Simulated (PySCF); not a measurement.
Si(H)3(nPr) (C3H10Si), SMILES CCC[SiH3].

Geometry: B3LYP-D3(BJ)/def2-SVP. Other conformers were not sampled.

The numbers are results of SMD-B3LYP/6-31G* run with PySCF, not measurements.

Solvation free energies are E(SMD) − E(gas) at the gas-phase geometry, for 1 M in both phases. In vacuum the dipole moment is 0.86 D.

Estimate the solvation free energies in water, dichloromethane, cyclohexanone. (Estimate from the structure and the level; the computed values follow.)


```
solvent          ΔG(solv) (kcal/mol)  its non-electrostatic (CDS) part  dipole (D)
---------------  -------------------  --------------------------------  ----------
water                            2.4                               3.4        1.09
dichloromethane                 -2.4                              -1.6        1.05
cyclohexanone                   -1.3                              -0.4        1.07
```
